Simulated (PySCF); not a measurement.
C₂H₈OSi₃, SMILES O[Si@H]1C=C[Si@@H]1[SiH3]. Atoms are numbered in the order given.

```xyz
14

O      1.1311     2.5343    -1.1328
Si     0.4742     0.9818    -1.0975
C      1.6257    -0.5248    -1.1142
C      1.2633    -1.2315    -0.0016
Si    -0.0647    -0.1880     0.8916
Si    -2.1435    -1.2446     1.2043
H      1.7691     2.7193    -0.4213
H     -0.5225     1.0117    -2.2206
H      2.3888    -0.8763    -1.8355
H      1.6818    -2.2251     0.2512
H      0.4163     0.3807     2.2071
H     -3.1559    -0.2630     1.7351
H     -2.6392    -1.7792    -0.1135
H     -2.0450    -2.3934     2.1757
```

Geometry: PBE-D3(BJ)/def2-SVP. The structure was generated by enumeration; whether it is a known compound was not checked. Other conformers were not sampled.

Computed with PySCF 2.14.0 with PBE-D3(BJ)/def2-SVP.

Frequencies are harmonic and unscaled.

Computed harmonic wavenumbers and intensities:
```
mode  ν (cm⁻¹)  IR (km/mol)  moving atoms (share of kinetic energy)
----  --------  -----------  --------------------------------------
1           70          0.3         Si 46 %, H 22 %, C 22 %, O 11 %
2           76          0.8                 Si 61 %, O 18 %, H 17 %
3           82          0.1                                  H 95 %
4          141          3.7         O 34 %, Si 25 %, H 23 %, C 18 %
5          183          4.5         H 29 %, Si 28 %, C 25 %, O 17 %
6          300         57.2         H 63 %, Si 15 %, C 11 %, O 11 %
7          329         50.6         H 36 %, C 26 %, O 21 %, Si 18 %
8          357          2.3                 Si 60 %, H 24 %, C 15 %
9          402         15.7                 Si 48 %, H 25 %, C 20 %
10         456          7.8                 Si 43 %, H 42 %, C 14 %
11         483         22.1                         H 65 %, Si 30 %
12         502          6.4                         H 49 %, Si 45 %
13         580         37.4                                  H 89 %
14         646         33.7                 H 70 %, C 16 %, Si 11 %
15         665         12.6                 H 58 %, C 29 %, Si 11 %
16         699         45.7                 H 43 %, C 42 %, Si 14 %
17         723         78.1                 H 48 %, C 28 %, Si 22 %
18         744        232.7                  H 74 %, C 11 %, Si 8 %
19         785         45.0                   H 75 %, O 12 %, C 9 %
20         833        216.5                         H 88 %, Si 11 %
21         863        243.4                 Si 35 %, H 35 %, O 27 %
22         888         38.5                 H 69 %, O 18 %, Si 13 %
23         900         29.8                                  H 97 %
24         904         33.2                                  H 97 %
25         984          0.2                          H 77 %, C 23 %
26        1017          5.4                                  H 97 %
27        1223         18.6                          H 65 %, C 35 %
28        1501          2.5                                  C 96 %
29        2116         78.3                                  H 97 %
30        2142         82.5                                  H 99 %
31        2156         65.5                                  H 96 %
32        2162         75.1                                  H 96 %
33        2171        132.1                                  H 97 %
34        3046          7.7                                  H 92 %
35        3068         27.2                           H 91 %, C 9 %
36        3757         85.5                                  H 94 %
```
